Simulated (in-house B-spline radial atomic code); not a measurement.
Values are calculated unless marked as measured or tabulated.
# Ghost states of the separable form: Br

Br, [Ar] 3d10 4s2 4p5, non-relativistic LDA (VWN5), spherical and spin-unpolarised, from an all-electron radial atomic-structure program (B-spline basis) (atomic units; all potentials screened as in the neutral atom).

Troullier-Martins channels: 4s (ε = -0.7201, r_c = 1.402 bohr), 4p (ε = -0.2953, r_c = 1.713 bohr). In the Kleinman-Bylander form one channel serves as the local potential, and each other channel l becomes |δV u><u δV|/<u|δV|u>, with δV = V_l − V_local and u the pseudo-orbital. Its strength is E_KB = <u|δV²|u>/<u|δV|u>. By the analysis of Gonze, Stumpf and Scheffler a spurious state lies below the reference level ε if E_KB > 0 and ε is above the second level of the local potential alone, or if E_KB < 0 and ε is above its first. The table's levels are those of angular momentum l in a sphere of 9 bohr, whose wall can lift a shallow ε a little above its free-atom value.

```csv
local,channel,<u δV u>,<u δV² u>,ε,first local level,second local level
p,s,0.038648,0.24804,-0.7201,-0.8161,-0.0052
s,p,-0.012776,0.1197,-0.2953,-0.2933,0.0904
```

Apply the rule to each row.

Local p, channel s: E_KB = +6.42, so ε = -0.7201 is set against -0.0052: no ghost. Local s, channel p: E_KB = -9.37, so ε = -0.2953 is set against -0.2933: no ghost.

Diagonalising the separable Hamiltonian gives:

```csv
local,channel,three lowest levels,"all-electron, two lowest valence levels"
p,s,"-0.7201, 0.0122, 0.2870","-0.7201, 0.0121"
s,p,"-0.2953, 0.0876, 0.3781","-0.2953, 0.0891"
```

Which choices of local channel are safe?

All are free of ghosts. Among the safe choices the second level, which tests transfer, is off by at most 1.5 millihartree (s local), 0.0 millihartree (p local).
